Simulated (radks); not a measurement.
Results of a calculation; reference values are marked as such.
All-electron atom: Zr in [Kr] 4d1.5 5s2 5p0.5 (fractional occupations, a model configuration). Level of theory: Dirac Kohn-Sham, PBE, spin-unpolarised, spherical densities, finite nucleus; open shells are shared between the two j in proportion to 2j + 1; Fermi nuclear charge, rms radius 4.2694 fm (a radial shooting solver on a logarithmic mesh with Libxc functionals).

Spin-orbit splittings of the eigenvalues, e(l+1/2) - e(l-1/2), with zeta = 2 splitting/(2l+1) and mean radii in bohr:

| shell | occ. | splitting (eV) | zeta (eV) | <r> j=l-1/2 | <r> j=l+1/2 |
|---|---|---|---|---|---|
| 2p | 6 | 85.86 | 57.24 | 0.1387 | 0.1430 |
| 3p | 6 | ? | ? | 0.4549 | 0.4654 |
| 3d | 10 | 2.497 | 0.9988 | 0.4505 | 0.4540 |
| 4p | 6 | 1.792 | 1.194 | 1.341 | 1.372 |
| 4d | 1.5 | 0.1414 | 0.05656 | 2.161 | 2.185 |
| 5p | 0.5 | 0.1149 | 0.07662 | 4.786 | 4.906 |

Estimate the 3p splitting.

Answer. 13.67 eV (zeta = 9.112 eV).
